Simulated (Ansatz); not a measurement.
Job for Ansatz (a program for electronic structure): R-wB97M-V/def2-TZVPP on GaH4N (SMILES [NH2][GaH2]), a point of a torsion scan.

Ansatz 0.2 input:
```yaml
crystal:
  periodic: [false, false, false]
  atoms:
    - {symbol: N, position_ang: [-0.94751521, -0.04780580, -0.01311580]}
    - {symbol: Ga, position_ang: [0.85281836, -0.10222827, -0.02519762]}
    - {symbol: H, position_ang: [-1.51488929, 0.75237863, 0.24285983]}
    - {symbol: H, position_ang: [-1.56534367, -0.81159918, -0.26346489]}
    - {symbol: H, position_ang: [1.56374901, -1.41091190, -0.44457877]}
    - {symbol: H, position_ang: [1.64722955, 1.15992548, 0.38685863]}
basis:
  gaussian:
    orbitals: def2-TZVPP
hamiltonian:
  xc: {name: wB97M-V}
scf: {lower_state_search: off}
```

The log:

```
WARN ansatz: RAYON_NUM_THREADS=1 ignored (pool sized by the plan → 1); use --threads N
Functional definition: wB97M-V
these checks for a lower state are left out or cut short: stability, starts, cluster_reference, orbital_swaps, neighbouring_geometries, increment
integrals: 0.06 GiB planned
794 factors; their error is unknown
integrals: 0.10 GiB planned
195 factors; integrals over basis functions are off by at most 7.8e-6 eV
mean field: 0.60 GiB planned
mean field evaluation 1: about -53924.9696 eV, gradient 5.5e1 eV
mean field evaluation 2: about -53922.7651 eV, gradient 6.3e1 eV
mean field evaluation 4: about -53930.2352 eV, gradient 1.2e0 eV
mean field evaluation 8: about -53930.3472 eV, gradient 2.0e-2 eV
mean field evaluation 16: about -53930.3472 eV, gradient 1.2e-6 eV
mean field -53930.34722293 eV, -1981.9037051403 hartree, gradient 1.2e-6 eV, S^2 0.000000; 0 other end points of the search recorded, 0 dependent functions left out
reference -53930.34726744 eV, -1981.9037067760 hartree; 21, 21 occupied and 114, 114 virtual orbitals, 794 factors
Total energy: -53930.34726744 eV, -1981.9037067760 hartree
Checks for a lower state left out: stability, starts, cluster_reference, orbital_swaps, neighbouring_geometries, increment
```

Self-consistency was reached.

Cost: around 4 core-seconds (rough).
